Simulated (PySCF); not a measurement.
Match the calculated data to a structure.

All candidates are C6H5FO2.

* Polarisability: 76.7 au [wB97X-D/def2-SVPD]
* Triplet: lowest triplet excitation (Tamm–Dancoff): 3.36 eV [TDA wB97X-D/def2-SVPD]
* UV, first state: lowest singlet excitation: 5.23 eV (237 nm, f = 0.348) [TDDFT wB97X-D/def2-SVPD]
* 1H NMR: chemical shifts (computed TMS as zero) by class: 7.62 (1 H), 6.73 (1 H), 2.74 (3 H) ppm [GIAO PBE0/pcSseg-1]
* NMR, other nuclei: isotropic shieldings of nuclei other than C and H, by class: -75 (1 O), 30 (1 O), 144 (1 F) ppm [GIAO PBE0/pcSseg-1]
* Rotational structure: rotational constants A, B, C: 2.653, 1.569, 0.992 GHz [GFN2-xTB]
* 13C NMR: chemical shifts (computed TMS as zero) by class: 157.6 (1 C), 153.2 (1 C), 150.1 (1 C), 141.5 (1 C), 122.3 (1 C), 14.1 (1 C) ppm [GIAO PBE0/pcSseg-1]

Electronic properties: PySCF, gas phase, density fitting. Levels stand in brackets. Geometry: GFN2-xTB, one conformer, isolated molecule. NMR classes are plain means over equivalent atoms (diastereotopic ones count apart unless rotation or inversion swaps them), as if these changed places fast.

**Question.** Which candidate is it?
A. `Oc1ccc(F)cc1O`
B. `Cc1cocc(F)c1=O`
C. `Cc1ccc(C(=O)F)o1`
D. `Cc1coc(C(=O)F)c1`
E. `Cc1ccoc1C(=O)F`

**Answer.** E. It is `Cc1ccoc1C(=O)F`. Numbering: `[CH3:1][c:2]1[cH:3][cH:4][o:5][c:6]1[C:7](=[O:8])[F:9]`. Its formula, C6H5FO2, gives 4 degrees of unsaturation: 1 ring and 3 π bonds in the structure found (Kekulé form). 6 carbons fall into 6 classes; from least to most shielded: acyl halide carbon [C7] (157.6 ppm), aromatic CH next to a ring oxygen [C4] (153.2 ppm), substituted aromatic carbon [C2] (150.1 ppm), substituted aromatic carbon [C6] (141.5 ppm), aromatic CH carbon [C3] (122.3 ppm), benzylic-type carbon [C1] (14.1 ppm). Hydrogen classes from least to most shielded: 1 H on an aromatic CH next to a ring oxygen, C4 (7.62 ppm), 1 H on an aromatic CH carbon, C3 (6.73 ppm), 3 H on a benzylic-type carbon, C1 (2.74 ppm, a mean of values up to 1.1 ppm apart in this geometry). The other shieldings belong to: -75 ppm, carbonyl oxygen [O8]; 30 ppm, furan-type oxygen [O5]; 144 ppm, acyl fluorine [F9]. By its constants the optimised geometry is an asymmetric top.

The others, at the same levels:
- `Oc1ccc(F)cc1O` fails: its computed 13C shifts are 167.4 (1 C), 152.4 (1 C), 144.9 (1 C), 117.3 (1 C), 110.3 (1 C), 108.9 (1 C) ppm, 1H shifts are 7.00 (1 H), 6.71 (1 H), 6.65 (1 H), 5.42 (1 H), 3.91 (1 H) ppm and rotational constant A is 3.201 GHz (against 2.653 GHz).
- `Cc1cocc(F)c1=O` fails: its computed 13C shifts are 172.8 (1 C), 164.3 (1 C), 155.0 (1 C), 149.0 (1 C), 138.3 (1 C), 14.8 (1 C) ppm, 1H shifts are 8.13 (1 H), 7.70 (1 H), 2.07 (3 H) ppm and rotational constant A is 2.391 GHz (against 2.653 GHz).
- `Cc1coc(C(=O)F)c1` fails: its computed 13C shifts are 155.6 (1 C), 154.1 (1 C), 145.2 (1 C), 134.9 (1 C), 130.7 (1 C), 11.4 (1 C) ppm, 1H shifts are 7.71 (1 H), 7.52 (1 H), 2.38 (3 H) ppm and rotational constant A is 4.240 GHz (against 2.653 GHz).
- `Cc1ccc(C(=O)F)o1` fails: its computed 13C shifts are 168.0 (1 C), 155.5 (1 C), 144.6 (1 C), 134.6 (1 C), 116.7 (1 C), 17.0 (1 C) ppm, rotational constant A is 4.152 GHz (against 2.653 GHz) and smallest rotational constant is 0.860 GHz (against 0.992 GHz).

Each candidate is one conformer, not necessarily the lowest. Dipoles, sizes and rotational constants follow the conformer. The torsions of the flexible species, by atom-mapped SMILES:
- `[CH3:1][c:2]1[cH:3][cH:4][o:5][c:6]1[C:7](=[O:8])[F:9]`: O5–C6–C7–O8 180°
- `[OH:1][c:2]1[cH:3][cH:4][c:5]([F:6])[cH:7][c:8]1[OH:9]`: H–O1–C2–C3 0°, H–O9–C8–C7 180°
- `[CH3:1][c:2]1[cH:3][o:4][c:5]([C:6](=[O:7])[F:8])[cH:9]1`: O4–C5–C6–O7 0°
- `[CH3:1][c:2]1[cH:3][cH:4][c:5]([C:6](=[O:7])[F:8])[o:9]1`: C4–C5–C6–O7 180°
